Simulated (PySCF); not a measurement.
Correlation energy of Zr (zirconium, neutral)

[Kr] 4d2 5s1 5p1, one real determinant (an excited configuration). Calculation: PySCF 2.14, in x2c-TZVPPall with one added diffuse shell each of s, p, d, f type (9s7p7d3f1g, 95 functions); the spin-free X2C one-electron Hamiltonian (Gaussian nucleus). Frozen: [Kr]; 4 electrons correlated.

```tsv
level	correlation energy (mhartree)
CCSD	-24.25
(T)	-1.05
CCSD(T)	-25.30
```

Diagnostics: T1 = 0.021, D1 = 0.0547, largest double amplitude 0.104.

Is a single reference adequate?

Mostly. T1 lies below 0.03, but a double amplitude of this size points to a near-degeneracy that CCSD handles and MP2 describes poorly.

The reference is one real determinant that mixes LS terms of this configuration.
